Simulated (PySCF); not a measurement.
## Orbital energies and ionisation energy

Compound: C₂H₁₁NSi₂.
Z-matrix (Å and degrees, PBE0-D3(BJ)/def2-SVP geometry), rows numbered from 1:
```
C 
C   1  1.5261
Si  2  1.8820  1  113.76
N   3  1.7452  2  112.17  1   178.73
Si  4  1.7382  3  129.55  2   120.26
H   1  1.1013  2  111.86  3  -179.20
H   1  1.1019  2  111.55  3    60.79
H   1  1.1019  2  111.65  3   -59.04
H   2  1.1049  1  110.47  3   121.58
H   2  1.1039  1  110.96  3  -121.52
H   3  1.5013  2  108.01  1    55.90
H   3  1.4950  2  110.50  1   -62.54
H   4  1.0176  3  115.10  2   -63.25
H   5  1.4917  4  107.58  3    -9.17
H   5  1.4978  4  111.24  3  -129.00
H   5  1.4987  4  113.10  3   110.93
```

Level: CAM-B3LYP/def2-SVPD (PySCF). Frontier orbitals with their largest atomic shares (Löwdin; up to four atoms above 4 %):

```csv
orbital,ε (eV),main atoms
HOMO−3,-10.96,"Si5 31 %, H14 25 %, H15 11 %, N4 8 %"
HOMO−2,-10.53,"Si3 25 %, H11 18 %, H12 12 %, Si5 10 %"
HOMO−1,-10.05,"C2 25 %, Si3 18 %, C1 10 %, N4 9 %"
HOMO,-8.61,?
LUMO,0.91,"Si5 25 %, Si3 17 %, H13 15 %, N4 9 %"
LUMO+1,1.35,"C1 23 %, Si3 13 %, C2 12 %, H6 8 %"
LUMO+2,1.60,"Si5 50 %, H15 12 %, H16 12 %, H14 9 %"
```

Q: What vertical ionisation energy does ΔSCF give, and how far is −ε(HOMO) from it?

A: ΔSCF: 9.27 eV (895 kJ/mol; threshold wavelength 134 nm); ⟨S²⟩ of the doublet left behind is 0.761, against 0.75 for a pure doublet. −ε(HOMO) is 8.61 eV, 0.66 eV below it. For the exact functional −ε(HOMO) would equal the first vertical ionisation energy; CAM-B3LYP (range-separated hybrid) falls short of its own ΔSCF value by 7 %. Holes in the HOMO−1 and HOMO−2 were tried too where these lie within 1.2 eV of the HOMO; the lowest converged state counts.

Q: On which atoms does the HOMO lie?

A: N4 (nitrogen bridging silicon atoms) 46 %, Si3 (SiH2 silicon) 11 %, Si5 (SiH3 silicon) 10 %, C2 (sp3 carbon bound to silicon) 9 %. The HOMO−1 lies 1.44 eV lower.

Q: How many of the 10 lowest singlet excitations (vertical TDDFT, same level) lie below the ionisation energy?

A: All 10; they run from 6.19 to 8.41 eV.

Q: What total energies stand behind the ΔSCF value?

A: E(N) = -716.27381 Eh and E(N − 1) = -715.93309 Eh at the same geometry, 0.34072 Eh apart.

Q: With α = 87.3 au, estimate the like-pair dispersion coefficient by London's formula C6 = (3/4)α²I.

A: I = 0.3407 Eh, so C6 ≈ 1950 au; the Casimir–Polder integral at the same level gives 2870 au, 1.47 times as much.

Geometry: PBE0-D3(BJ)/def2-SVP, one conformer, isolated molecule.
